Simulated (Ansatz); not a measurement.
`C=CC(O)=S` + `N[SiH3]` → `OC(=S)N[SiH3]` + ethylene  (substitution at a C–C bond)

Computed with Ansatz on PBE0-D4/def2-TZVP structures; ΔE is electronic, products minus reactants. CBS: MP2 limit from def2 TZ/QZ plus the TZ coupled-cluster correction, frozen cores. This one scheme is used for every species. DFT in def2-TZVPP. B3LYP here is the variant with VWN-RPA as its local correlation; programs differ in this. Each species was taken in one conformer, which may not be the lowest.

```json
{"level": "B3LYP-D4", "ΔE (kcal/mol)": "-7.6", "difference from CCSD(T)/CBS": "-0.7"}
{"level": "ωB97X-V", "ΔE (kcal/mol)": "-8.6", "difference from CCSD(T)/CBS": "-1.7"}
{"level": "ωB97M-V", "ΔE (kcal/mol)": "-8.3", "difference from CCSD(T)/CBS": "-1.4"}
{"level": "B2PLYP", "ΔE (kcal/mol)": "-6.8", "difference from CCSD(T)/CBS": "0.1"}
{"level": "r2SCAN", "ΔE (kcal/mol)": "-7.3", "difference from CCSD(T)/CBS": "-0.4"}
{"level": "HF/def2-QZVPP", "ΔE (kcal/mol)": "-9.3", "difference from CCSD(T)/CBS": "-2.4"}
{"level": "MP2/def2-QZVPP", "ΔE (kcal/mol)": "-6.7", "difference from CCSD(T)/CBS": "0.2"}
{"level": "HF/CBS(def2)", "ΔE (kcal/mol)": "-9.3", "difference from CCSD(T)/CBS": "-2.4"}
{"level": "MP2/CBS(def2)", "ΔE (kcal/mol)": "-6.6", "difference from CCSD(T)/CBS": "0.3"}
{"level": "CCSD/CBS(def2)", "ΔE (kcal/mol)": "-7.5", "difference from CCSD(T)/CBS": "-0.6"}
{"level": "CCSD(T)/CBS", "ΔE (kcal/mol)": "-6.9", "difference from CCSD(T)/CBS": "0"}
```

Largest T1 diagnostic among the species: 0.018.

The D4 term adds −0.9 kcal/mol with B3LYP and −0.5 kcal/mol with PBE0; it sums over pairs of atoms, weighted by their polarisabilities, and B3LYP, whose exchange is more repulsive, gets the larger term. In def2-TZVPP, CCSD(T) changes the Hartree–Fock value by +2.3 kcal/mol (the triples alone add +0.6 kcal/mol) and MP2 by +2.5 kcal/mol.
